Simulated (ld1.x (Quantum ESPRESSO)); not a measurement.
# Sb (Z = 51): variants of one TM potential

Base potential:

ld1.x (Quantum ESPRESSO) 7.5 input, shortened:

```
&input
   title='Sb', zed=51., rel=1, dft='PW91', iswitch=3,
   config='[Kr] 4d10 5s1 5p4'
 /
 &inputp
   pseudotype=2, tm=.true., lloc=-2, rcloc=0.80,
   nlcc=.false.
 /
3
5S  1  0   1.00   0.00  1.60  1.60  0.0
5P  2  1   4.00   0.00  2.35  2.35  0.0
4D  3  2  10.00   0.00  1.05  1.05  0.0
 &test
   configts(1)='4d10 5s1 5p4'
 /
```

All-electron outer shells of the reference configuration (PW91, scalar-relativistic, ld1.x):

| shell | level (eV) | outermost node (bohr) | outermost maximum (bohr) |
| --- | --- | --- | --- |
| 4s | -150.32 | 0.39 | 0.73 |
| 4p | -103.27 | 0.39 | 0.76 |
| 4d | -34.94 | 0.38 | 0.84 |
| 5s | -13.70 | 0.95 | 1.88 |
| 5p | -5.45 | 1.04 | 2.29 |

Cutoffs, loose and tight: the cutoffs (Ry, on a coarse ladder) from which the occupation-weighted sum of valence levels, in a spherical-Bessel basis at the reference potential, stays within 10 and 1 mRy of its value at 400 Ry. They do not see the model core or the augmentation charge, which bear on the density cutoff. Test errors are all-electron minus pseudo excitation energies from the reference, over the configurations 4d10 5s2 5p3; 4d10 5s2 5p2; 4d10 5s2 5p1; 4d10 5s2 5p3.3; 4d10 5s1 5p0; 4d10 5s1 5p3; 4d10 5s2 5p0. A dash means not determined; rows that change the core or the reference have their own tests.

A true bound ghost makes a file unfit for plane-wave use even where its test errors are small: the radial tests pick states by their node count and pass the ghost by.

```tsv
change	outcome	cutoff, loose	cutoff, tight	bound ghosts	largest test error (meV)
base	generated	110 Ry	180 Ry	s, p	+51
local potential the s channel	generated	110 Ry	180 Ry	none	+41
wave 5s (bound): rc 1.60 bohr becomes 5s (bound): rc 1.72 bohr	generated	110 Ry	180 Ry	s, p	+52
wave 4d (bound): rc 1.05 bohr becomes 4d (bound): rc 0.74 bohr	generated	300 Ry	over 300 Ry	s, p	+50
fully relativistic	generated	110 Ry	160 Ry	s, p3/2, p1/2	+73
all radii scaled by about 0.81 (s 1.30, p 1.90, d 0.86 bohr); local potential all-electron potential smoothed inside 0.64 bohr (lloc = -2)	generated	200 Ry	over 300 Ry	p, s	+233
core [Kr] 4d10, valence charge 5; reference 5s2 5p1; waves now 5s (bound): rc 1.75 bohr; 5p (bound): rc 2.20 bohr; local potential the p channel; core correction Bessel-smoothed model core inside 0.90 bohr	generated	25 Ry	50 Ry	none	-32
local potential all-electron potential smoothed inside 1.60 bohr (lloc = -2)	generated	110 Ry	180 Ry	none	+91
reference 4d10 5s2 5p3	generated	110 Ry	180 Ry	s, p	-132
core correction a·sin(br)/r model core inside 1.12 bohr	generated	110 Ry	180 Ry	s, p	-17
```

(1) What comes out with this change to the base: functional PBEsol?

Answers

(1) outcome: generated; cutoff, loose: 110 Ry; cutoff, tight: 180 Ry; bound ghosts: s, p; largest test error (meV): +21.
